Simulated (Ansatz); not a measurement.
A run for Ansatz (an electronic-structure program): R-CCSD(T)/aug-cc-pV(T+d)Z on BH4P (SMILES BP), atoms moved off the minimum. Files ending in .json are basis or fitting sets from the Basis Set Exchange.

Ansatz 0.2 input:
```yaml
crystal:
  periodic: [false, false, false]
  atoms:
    - {symbol: B, position_ang: [0.00619804, -0.48442472, -1.30112785]}
    - {symbol: H, position_ang: [-0.72338855, -0.03483627, -2.05844207]}
    - {symbol: H, position_ang: [0.85741136, -1.26724662, -1.47199077]}
    - {symbol: P, position_ang: [-0.10212721, 0.13832916, 0.57483960]}
    - {symbol: H, position_ang: [-0.47621589, 1.54929197, 0.45590562]}
    - {symbol: H, position_ang: [1.23663490, 0.15189037, 1.06344227]}
basis:
  gaussian:
    orbitals: aug-cc-pV_T+d_Z.json
magnetization: {spin_polarized: false}
correlation: {method: ccsd_t, electrons: outside_noble_gas}
scf: {lower_state_search: off}
output: {forces: true}
```

It printed:

```
WARN ansatz: RAYON_NUM_THREADS=1 ignored (pool sized by the plan → 1); use --threads N
Functional definition: HF
these checks for a lower state are left out or cut short: starts, cluster_reference, orbital_swaps, neighbouring_geometries, increment
integrals: 0.75 GiB planned
1082 factors; integrals over basis functions are off by at most 1.4e-3 eV
mean field: 0.44 GiB planned
mean field evaluation 1: about -10005.6189 eV, gradient 1.5e1 eV
mean field evaluation 2: about -10005.6189 eV, gradient 1.5e1 eV
mean field evaluation 4: about -10006.7883 eV, gradient 1.8e0 eV
mean field evaluation 8: about -10006.8128 eV, gradient 9.2e-4 eV
mean field -10006.81281260 eV, -367.7435880018 hartree, gradient 2.3e-6 eV, S^2 0.000000; 0 other end points of the search recorded, 0 dependent functions left out
6 core orbitals not correlated
reference -10006.81281260 eV, -367.7435880018 hartree; 6, 6 occupied and 181, 181 virtual orbitals, 1082 factors
densities: 1.88 GiB planned
second order -7.27617431 eV of doubles, -0.00000000 eV of singles
coupled cluster: 2.02 GiB planned
cycle   1  -8.01194165 eV  change   -7.4e-1 eV  update   7.4e-2
cycle   2  -8.29054096 eV  change   -2.8e-1 eV  update   2.5e-2
cycle   3  -8.33354743 eV  change   -4.3e-2 eV  update   1.4e-2
cycle   4  -8.33000437 eV  change    3.5e-3 eV  update   6.2e-3
cycle   5  -8.32806185 eV  change    1.9e-3 eV  update   2.8e-3
cycle   6  -8.32821269 eV  change   -1.5e-4 eV  update   1.1e-3
cycle   7  -8.32843512 eV  change   -2.2e-4 eV  update   3.2e-4
cycle   8  -8.32850938 eV  change   -7.4e-5 eV  update   1.3e-4
cycle   9  -8.32849051 eV  change    1.9e-5 eV  update   5.3e-5
cycle  10  -8.32848255 eV  change    8.0e-6 eV  update   2.0e-5
cycle  11  -8.32848645 eV  change   -3.9e-6 eV  update   7.8e-6
cycle  12  -8.32848810 eV  change   -1.7e-6 eV  update   3.0e-6
perturbative correction -0.33521502 eV, -0.0123189247 hartree
the calculation of the forces begins
Total energy: -10015.47651572 eV, -368.0619732189 hartree
Atom 0 at     0.006198    -0.484425    -1.301128 Å, force     0.913858     0.898092     2.701632 eV/Å
Atom 1 at    -0.723389    -0.034836    -2.058442 Å, force    -0.839702     0.182051    -0.887535 eV/Å
Atom 2 at     0.857411    -1.267247    -1.471991 Å, force     0.134732    -0.552758    -0.391110 eV/Å
Atom 3 at    -0.102127     0.138329     0.574840 Å, force    -0.420269     0.240480    -1.237723 eV/Å
Atom 4 at    -0.476216     1.549292     0.455906 Å, force     0.541414    -1.004501     0.131566 eV/Å
Atom 5 at     1.236635     0.151890     1.063442 Å, force    -0.330033     0.236636    -0.316830 eV/Å
Dipole moment:     0.080408     0.078447    -0.049044 e Å
Checks for a lower state left out: starts, cluster_reference, orbital_swaps, neighbouring_geometries, increment
```

Self-consistency was reached.

Cost: around 10 core-minutes (rough).
